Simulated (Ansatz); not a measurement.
Relaxation of CH9FO2Si (14 atoms, charge 0, multiplicity 1), to a largest force component of 0.03 eV/Å in at most 50 steps.

Computed with RKS B3LYP-D4/def2-SVP (Ansatz 0.2.0).

```xyz
14
Properties=species:S:1:pos:R:3
Si -1.054 -0.205 1.877
O 1.221 -0.433 -0.164
C 0.842 -1.403 -1.113
H 0.178 0.324 2.509
H -2.196 -0.071 2.826
H -0.939 -1.617 1.437
H -0.621 1.989 -0.997
F -1.465 0.743 0.574
H 1.134 0.436 -0.584
O 0.187 2.305 -1.429
H 0.996 -2.396 -0.662
H -0.225 -1.335 -1.396
H 1.447 -1.347 -2.039
H 0.494 3.008 -0.839
```

**Question.** Where does it end, and by what steps?

**Answer.** The run converged. After 12 steps the energy has fallen by 0.178 eV; O10 moved furthest, 0.38 Å.

```
step  energy less start (eV)  largest force component (eV/Å)  accepted
   0                  0.0000                           0.487       yes
   1                 -0.0870                           0.724       yes
   2                 -0.1561                           0.492       yes
   3                 -0.1698                           0.151       yes
   4                 -0.1735                           0.071       yes
   5                 -0.1749                           0.042       yes
   6                 -0.1758                           0.052       yes
   7                 -0.1763                           0.035       yes
   8                 -0.1770                           0.044       yes
   9                 -0.1775                           0.058       yes
  10                 -0.1779                           0.053       yes
  11                 -0.1780                           0.038       yes
  12                 -0.1782                           0.029       yes
```

```xyz
14
Properties=species:S:1:pos:R:3
Si -0.919 -0.160 1.724
O 0.996 -0.355 -0.100
C 0.767 -1.317 -1.105
H 0.261 0.543 2.281
H -2.033 -0.023 2.712
H -0.748 -1.605 1.448
H -0.599 1.726 -0.794
F -1.522 0.650 0.408
H 0.960 0.530 -0.524
O 0.241 2.003 -1.202
H 0.700 -2.308 -0.628
H -0.178 -1.139 -1.654
H 1.592 -1.353 -1.842
H 0.483 2.810 -0.725
```

Whether the end is a true minimum wasn't checked by a vibrational analysis.

Run time: 40 s on 4 CPU threads of a shared host.
